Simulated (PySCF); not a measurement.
Correlation energy of S (sulfur, neutral)

[Ne] 3s1 3p5, high-spin 3P determinant (an excited configuration). Calculation: PySCF 2.14, in aug-cc-pVDZ-DK (5s4p2d, 27 functions); the spin-free X2C one-electron Hamiltonian (Gaussian nucleus). Frozen: [Ne]; 6 electrons correlated.

MP2 pair energies summed by pair of shells (mhartree):

```tsv
pair	energy	share (%)
3p-3p	-118.89	92.0
3s-3p	-10.37	8.0
```

Total MP2 correlation energy: -129.27 mhartree.

Same-spin part -25.39 and opposite-spin part -103.88 mhartree; SCS-MP2 scales them by 1/3 and 6/5 to -133.12 mhartree.
